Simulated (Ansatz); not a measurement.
A made-up structure of SnH4OF (charge +1), singlet:

```
7
angstrom
O -0.6826 0.1651 -0.6869
Sn 0.6900 0.1325 0.4230
F 0.0438 -1.5268 1.3980
H -1.5263 0.4476 -0.2810
H -0.6810 -0.5483 -1.3573
H 0.2351 1.6251 1.3257
H 1.9210 -0.2952 -0.8215
```

It is relaxed with PBE-D4/def2-SVP and then PBE0-D4/def2-TZVP (Ansatz 0.2.0). Atoms count as bonded within 1.22 times the sum of their covalent radii (H–H: 0.88 Å). The end point is not checked to be a true minimum.

(1) Does its bonding change? (Judge from chemistry; the calculation decides.)

Results:

(1) By the calculation: No: no bond forms or breaks.

Where it ends: The first stage lowers the energy by 2.39 eV in 7 steps. It ends as SnH₄OF ([OH2][SnH2][F]), total charge +1:
O1  (-0.868, 0.147, -0.814)
Sn2  (0.837, 0.127, 0.542)
F3  (0.254, -1.408, 1.458)
H4  (-1.752, 0.404, -0.516)
H5  (-0.967, -0.513, -1.516)
H6  (0.467, 1.511, 1.416)
H7  (2.029, -0.268, -0.570)
(Å)

Labels in which every atom is bracketed show which atoms are joined, not bond orders.

For scale, one of the runs: PBE0-D4/def2-TZVP relaxation, 136 basis functions, launched by `ansatz run in.yaml --threads 2 --pin off --events-out ev --progress --plain --max-ram 4352MiB`. Hardware: 2 CPU threads of an Arm Neoverse V1, shared host. Wall time about 21 s.
